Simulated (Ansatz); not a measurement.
Job for Ansatz (an electronic-structure program): R-CAM-B3LYP/def2-TZVPPD on H2 (SMILES [H][H]). The basis file is the Basis Set Exchange's JSON of that set.

Ansatz 0.2 input:
```yaml
crystal:
  periodic: [false, false, false]
  atoms:
    - {symbol: H, position_ang: [0.00000000, 0.00000000, 0.37198582]}
    - {symbol: H, position_ang: [-0.00000000, -0.00000000, -0.37198582]}
basis:
  gaussian:
    orbitals: def2-TZVPPD.json
hamiltonian:
  xc: {name: CAM-B3LYP}
scf: {lower_state_search: off}
```

It printed:

```
WARN ansatz: RAYON_NUM_THREADS=1 ignored (pool sized by the plan → 1); use --threads N
Functional definition: CAM-B3LYP
these checks for a lower state are left out or cut short: stability, starts, cluster_reference, orbital_swaps, neighbouring_geometries, increment
integrals: 0.00 GiB planned
118 factors; their error is unknown
integrals: 0.03 GiB planned
52 factors; integrals over basis functions are off by at most 3.1e-5 eV
mean field: 0.05 GiB planned
mean field evaluation 1: about -31.8554 eV, gradient 3.5e0 eV
mean field evaluation 2: about -31.8835 eV, gradient 2.1e-1 eV
mean field evaluation 4: about -31.8837 eV, gradient 2.1e-1 eV
mean field evaluation 8: about -31.8809 eV, gradient 1.7e-4 eV
mean field -31.88092665 eV, -1.1716024448 hartree, gradient 4.2e-7 eV, S^2 0.000000; 0 other end points of the search recorded, 0 dependent functions left out
reference -31.88099161 eV, -1.1716048321 hartree; 1, 1 occupied and 33, 33 virtual orbitals, 118 factors
Total energy: -31.88099161 eV, -1.1716048321 hartree
Checks for a lower state left out: stability, starts, cluster_reference, orbital_swaps, neighbouring_geometries, increment
```

Self-consistency was reached.

Cost: roughly 0.21 core-seconds.
